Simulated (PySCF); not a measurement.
Identify the unknown among the candidates.

All candidates are C6H10O.

* Dipole: 2.89 D [CAM-B3LYP/def2-SVPD]
* UV, first state: lowest singlet excitation: 4.53 eV (274 nm, f = 0.000) [TDDFT CAM-B3LYP/def2-SVPD]
* Polarisability: 77.2 au [CAM-B3LYP/def2-SVPD]
* Rotational structure: rotational constants A, B, C: 7.493, 1.132, 1.041 GHz [PBE0-D3(BJ)/def2-SVP]
* UV, strongest line: among the 6 lowest singlet transitions: S5 at 7.40 eV (168 nm, f = 0.462) [TDDFT CAM-B3LYP/def2-SVPD]

The electronic properties come from PySCF, for the isolated species, density fitting. Levels stand in brackets. One conformer (not necessarily the lowest) at the PBE0-D3(BJ)/def2-SVP geometry, without solvent, vibrations or thermal averaging.

Question: Which candidate is it?
A. `CC[C@H]1CC=CO1`
B. `C=CCCC(C)=O`
C. `C1CC[C@H]2O[C@H]2C1`

Answer: B. It is `C=CCCC(C)=O`. Numbering: `[CH2:1]=[CH:2][CH2:3][CH2:4][C:5]([CH3:6])=[O:7]`. Its formula, C6H10O, gives 2 degrees of unsaturation: 0 rings and 2 π bonds in the structure found. The optimised geometry has point group C1 and is an asymmetric top.

The others, at the same levels:
- `CC[C@H]1CC=CO1` fails: its computed lowest singlet excitation is 5.92 eV (209 nm, f = 0.013) (against 4.53 eV), strongest line among the 6 lowest singlet transitions is S2 at 6.28 eV (197 nm, f = 0.136) (against S5 at 7.40 eV) and static isotropic polarisability is 73.0 au (against 77.2 au).
- `C1CC[C@H]2O[C@H]2C1` fails: its computed lowest singlet excitation is 7.64 eV (162 nm, f = 0.027) (against 4.53 eV), static isotropic polarisability is 69.3 au (against 77.2 au) and rotational constant A is 3.890 GHz (against 7.493 GHz).

Each candidate is one conformer, not necessarily the lowest. Dipoles, sizes and rotational constants follow the conformer. The torsions of the flexible species, by atom-mapped SMILES:
- `[CH2:1]=[CH:2][CH2:3][CH2:4][C:5]([CH3:6])=[O:7]`: C1–C2–C3–C4 -118°, C2–C3–C4–C5 -179°, C3–C4–C5–C6 -177°
- `[CH3:1][CH2:2][C@H:3]1[CH2:4][CH:5]=[CH:6][O:7]1`: C1–C2–C3–C4 -178°

The conformers of `C1CC[C@H]2O[C@H]2C1` aren't listed.
